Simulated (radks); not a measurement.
Species: neutral strontium. Configuration: [Kr] 5s2 (the NIST ground configuration). Calculated with a radial shooting solver on a logarithmic mesh with Libxc functionals: Dirac Kohn-Sham, PW91, spin-unpolarised, spherical densities, point nucleus.

Spin-orbit splittings of the eigenvalues, e(l+1/2) - e(l-1/2), with zeta = 2 splitting/(2l+1) and mean radii in bohr:

shell,occ.,splitting (eV),zeta (eV),<r> j=l-1/2,<r> j=l+1/2
2p,6,68.45,45.63,0.1475,0.1516
3p,6,10.50,6.997,0.4914,0.5018
3d,10,1.831,0.7326,0.4961,0.4998
4p,6,1.166,0.7771,1.544,1.578
